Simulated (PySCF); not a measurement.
F2H3NOSn. Atoms are numbered in the order given.

```xyz
8

N      1.9902     0.2600    -0.4460
Sn     0.0156     0.0102    -0.0073
O     -0.9798     1.6568    -0.4944
F     -0.3635    -0.4842     1.8475
F     -0.7184    -1.5111    -0.9754
H      2.2519     1.2271    -0.2003
H      2.5486    -0.3580     0.1620
H     -1.9375     1.5051    -0.3650
```

The structure is a stationary point at PBE-D3(BJ)/def2-SVP. The geometry has at least one imaginary mode, so it is a saddle point at that level. The structure was generated by enumeration; whether it is a known compound was not checked. The def2 effective core potentials stand for the cores of Sn; spin–orbit coupling is left out. One conformer was computed; it need not be the lowest.

Calculation: PBE0/def2-TZVP run with PySCF.

ESP charges are fitted to the potential on shells at 1.4 to 2.0 van der Waals radii. Atomic charges (e):

| atom | Löwdin | Mulliken | ESP fit |
|---|---|---|---|
| N1 | -0.39 | -0.72 | ? |
| Sn2 | 0.73 | 1.46 | 1.21 |
| O3 | -0.32 | -0.65 | -0.67 |
| F4 | -0.27 | -0.48 | -0.43 |
| F5 | -0.26 | -0.47 | -0.38 |
| H6 | 0.17 | 0.27 | ? |
| H7 | 0.17 | 0.26 | ? |
| H8 | 0.18 | 0.34 | ? |

Fill in the missing entries. (The exact figures need the calculation; the answer reports its results.)


- N1, ESP fit: -0.81
- H6, ESP fit: 0.34
- H7, ESP fit: 0.34
- H8, ESP fit: 0.40
